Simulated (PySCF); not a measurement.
## Ba: excitation energy

Ba [Xe] 6s2 (1S) → Ba [Xe] 5d1 6s1 (3D), as a difference of total energies. Computed with PySCF 2.14 in def2-QZVPPD with the def2 core potential (46 electrons) (7s5p3d2f1g, 60 functions), with scalar relativity through the core potential. Correlated levels: valence: 5s2 5p6 frozen. The calculations carry no spin-orbit coupling.

```json
{"method": "UHF", "excitation energy (eV)": "0.803"}
{"method": "MP2 (valence)", "excitation energy (eV)": "1.175"}
{"method": "SCS-MP2 (valence)", "excitation energy (eV)": "1.331"}
{"method": "CCSD (valence)", "excitation energy (eV)": "1.284"}
```

Errors of the correlated levels include the incompleteness of this basis and the frozen core.

With two correlated electrons CCSD is exact in that space.

Q: Which method comes closest to the reference value, and which is furthest?

A: The reference is 1.160 eV (measured; NIST levels, between the centres of gravity of the two terms). Closest: MP2 (valence) (error 0.015 eV); furthest: UHF (error -0.357 eV).
